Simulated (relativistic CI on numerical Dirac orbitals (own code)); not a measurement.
**Mo+: 4p photoemission**

Computed with this model: Dirac-Coulomb-Breit CI, KLI orbitals optimised for each configuration, QED by a radiative potential, valence Slater integrals scaled by 0.9, multiplet model of photoemission in the sudden approximation; configurations [Kr] 4d5 → [Ar] 3d10 4s2 4p5 4d5; 300 K; Lorentzian 1.2 eV and Gaussian 0.6 eV FWHM. Energies are those of the free ion, without screening or charge transfer. The energies are binding energies and can lie tens of eV above those of solids. S is read from ⟨S²⟩ = S(S + 1).

Field parameters in Wybourne normalisation: Oh B⁴₀ = 21Dq, B⁴₄ = √(5/14) B⁴₀. The field is a parameter set, without covalency.

Computed curve for Oh, 10Dq = 27700 cm⁻¹, scaled to 100 at the maximum (points under 2 are left out and the grid is thinned):

Energy (eV), Intensity and a bar:
```
     43.8        2.1 
     44.2        2.3 
     44.6        2.7 
     45.0        3.2 
     45.4        3.8 #
     45.8        4.5 #
     46.2        5.6 #
     46.6        7.2 ##
     46.8        8.2 ##
     47.2       11.2 ###
     47.6       16.2 ####
     48.0       25.5 #######
     48.4       43.6 #############
     48.8       72.6 ######################
     49.2       96.7 ##############################
     49.6       96.9 ##############################
     50.0       80.9 #########################
     50.4       68.5 #####################
     50.8       61.6 ###################
     51.2       53.6 ################
     51.6       46.9 ##############
     52.0       43.5 #############
     52.4       41.4 ############
     52.6       40.7 ############
     53.0       40.1 ############
     53.4       39.3 ############
     53.8       36.7 ###########
     54.2       32.7 ##########
     54.6       28.3 ########
     55.0       23.7 #######
     55.4       18.9 #####
     55.8       15.2 ####
     56.2       13.1 ###
     56.6       11.8 ###
     57.0       10.9 ###
     57.4       10.4 ###
     57.8       10.3 ###
     58.0       10.5 ###
     58.4       10.8 ###
     58.8       10.8 ###
     59.2       10.8 ###
     59.6       10.8 ###
     60.0       10.3 ###
     60.4       10.3 ###
     60.8       10.5 ###
     61.2       10.4 ###
     61.6        9.8 ##
     62.0        9.2 ##
     62.4        9.1 ##
     62.8        8.7 ##
     63.2        7.5 ##
     63.6        6.1 #
     63.8        5.6 #
     64.2        4.7 #
     64.6        4.1 #
     65.0        3.6 
     65.4        3.2 
     65.8        2.8 
     66.2        2.5 
     66.6        2.2
```

The ground state has S = 0.50, and the centroid lies at 52.46 eV.
